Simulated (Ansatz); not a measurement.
Process, species as SMILES: [Ge][F] (F-Ge) → F atom + Ge atom
B3LYP-D3(BJ)/def2-TZVP geometries, fixed; electronic energies without zero-point terms.

Basis-set convergence of the atomisation energy at PBE0 with Ansatz (a first-principles code). Cartesian d functions, on some or all atoms, in 3-21G; all else is spherical. The program fits the integrals of some runs and decomposes those of others, by size. Open shells are unrestricted. No added dispersion term, no relativity. Functions are those of the species that has most. Reference: the value in aug-cc-pV5Z, 121.23 kcal/mol, itself unsure by roughly 0.08 kcal/mol (its mean distance from pcseg-4, aug-pcseg-3, aug-cc-pVQZ).

```
basis        functions  atomisation energy (kcal/mol)
-----------  ---------  -----------------------------
pcseg-0             31                         112.18
3-21G               32                         117.01
aug-cc-pVDZ         59                            [?]
aug-pcseg-1         59                            [?]
def2-SVPD           61                            [?]
cc-pVTZ             73                            [?]
def2-TZVPP          79                         120.45
aug-cc-pVTZ        105                         120.56
aug-pcseg-2        105                         120.88
def2-QZVP          132                         120.92
def2-QZVPP         146                         121.02
aug-pcseg-3        178                         121.15
cc-pV5Z            195                         121.15
```

**Question.** Complete the blanks.

**Answer.** 
- aug-cc-pVDZ, atomisation energy (kcal/mol): 118.52
- aug-pcseg-1, atomisation energy (kcal/mol): 118.88
- def2-SVPD, atomisation energy (kcal/mol): 120.13
- cc-pVTZ, atomisation energy (kcal/mol): 119.84
